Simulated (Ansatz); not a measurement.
Reaction (ligand exchange at a Ge–F bond): `[F][GeH2][O][SiH3]` + H₂S → `[SiH3][O][GeH2][SH]` + H–F

Computed with Ansatz on PBE0-D4/def2-TZVP structures; ΔE is electronic, products minus reactants. CBS: MP2 limit from def2 TZ/QZ plus the TZ coupled-cluster correction, frozen cores. This one scheme is used for every species. Functionals use def2-TZVPP. B3LYP here is the variant with VWN-RPA as its local correlation; programs differ in this. For Ge outer-core shells are correlated without core-valence functions, which leaves a few kJ/mol of doubt a bond. Scalar relativity is left out up to krypton. One conformer a species, not always the lowest.

CCSD(T)/CBS gives +13.3 kJ/mol.

Task: Another level gave +29.6 kJ/mol. Which?
A. CCSD/def2-TZVPP
B. PBE/def2-TZVPP
C. B3LYP/def2-TZVPP
D. HF/def2-TZVPP

Result: C. B3LYP 29.6, CCSD/def2-TZVPP 21.6, PBE 15.9, HF/def2-TZVPP 40.6 kJ/mol.

Largest T1 diagnostic among the species: 0.012.

The D4 term adds −9.9 kJ/mol with B3LYP and −5.4 kJ/mol with PBE0; it sums over pairs of atoms, weighted by their polarisabilities, and B3LYP, whose exchange is more repulsive, gets the larger term. In def2-TZVPP, CCSD(T) changes the Hartree–Fock value by −22.5 kJ/mol (the triples alone add −3.6 kJ/mol) and MP2 by −27.8 kJ/mol.
